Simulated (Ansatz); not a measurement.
Relaxation of FGeH7Si (10 atoms, charge 0, multiplicity 1), to a largest force component of 0.03 eV/Å in at most 50 steps.

Method: RKS PBE-D4/def2-SVP in Ansatz 0.2.0.

```xyz
10
Properties=species:S:1:pos:R:3:forces:R:3
Ge 0.338 -0.035 -0.156 0.07 -0.04 -1.38
F 0.636 -0.004 1.541 0.42 0.03 1.24
H 1.740 0.086 -0.806 0.00 0.01 -0.04
H -0.554 1.181 -0.515 -0.02 0.00 0.02
H -0.335 -1.385 -0.497 0.01 -0.01 0.01
Si -2.850 0.032 1.329 -0.68 0.02 -0.06
H -2.936 -0.859 0.120 -0.01 0.01 0.01
H -3.803 -0.473 2.378 0.00 0.00 -0.01
H -3.250 1.426 0.930 0.02 -0.01 0.00
H -1.470 0.033 1.857 0.20 -0.01 0.21
```

**Question.** Where does it end, and by what steps?

**Answer.** The forces met the threshold. After 3 steps the energy has fallen by 0.127 eV; F2 moved furthest, 0.25 Å.

| step | energy less start (eV) | largest force component (eV/Å) | accepted |
| --- | --- | --- | --- |
| 0 | 0.0000 | 1.377 | yes |
| 1 | -0.1143 | 0.531 | yes |
| 2 | -0.0953 | 0.733 | no |
| 3 | -0.1272 | 0.025 | yes |

```xyz
10
Properties=species:S:1:pos:R:3
Ge 0.544 -0.042 -0.249
F 0.881 -0.004 1.482
H 1.917 0.105 -0.950
H -0.389 1.159 -0.555
H -0.126 -1.406 -0.550
Si -3.063 0.038 1.405
H -3.134 -0.850 0.192
H -4.027 -0.460 2.445
H -3.424 1.441 1.004
H -1.666 0.018 1.957
```

Run time: 7 s on 2 threads of Arm Neoverse V2 (shared host), peak memory 0.13 GiB.
